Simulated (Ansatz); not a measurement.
**Abstraction of F: C2H5FO + GeH3 → C2H5O + GeH3F**

Species: C2H5FO (methoxymethyl fluoride) `COCF`, singlet; GeH3 `[GeH3]`, doublet; C2H5O (methoxymethyl) `[CH2]OC`, doublet; GeH3F (fluorogermane) `[F][GeH3]`, singlet. A radical takes F: the energy is the difference in strength between the C–F bond broken and the Ge–F bond made.

Shapes, held fixed at every level: PBE0-D4/def2-TZVP. Flexible molecules stand in one conformer, not always the lowest. Programs: Ansatz 0.2.0. The zero-point and thermal change to 298 K, harmonic and unscaled (PBE0-D4/def2-TZVP), is -5.8 kJ/mol.

```tsv
level	kind	ΔH(298 K) (kJ/mol)	less CCSD(T)/def2-TZVPP
B3LYP-D4/def2-TZVPP	global hybrid	-49.7	-3.7
PBE0-D4/def2-TZVPP	global hybrid	-40.6	+5.4
r2SCAN0-D4/def2-TZVPP	global hybrid	-47.7	-1.7
wB97M-V/def2-TZVPP	range-separated hybrid	-41.5	+4.5
B2PLYP/def2-TZVPP	double hybrid	-51.6	-5.6
MP2/def2-SVP	perturbation theory	-33.1	+12.9
MP2/def2-TZVPP	perturbation theory	-45.4	+0.6
CCSD(T)/def2-TZVPP	coupled cluster or CI	-46.0	0.0
```

The highest level, CCSD(T)/def2-TZVPP, gives ΔH(298 K) = -46.0 kJ/mol; the levels span -51.6 to -33.1. The column of differences is taken from that level and isn't an error. No measured value is set beside it here. Open shells run unrestricted unless RO is named. Relativity is left out for Ge unless named. Correlated rows may include outer-core shells of Ge, which these sets cover unevenly.
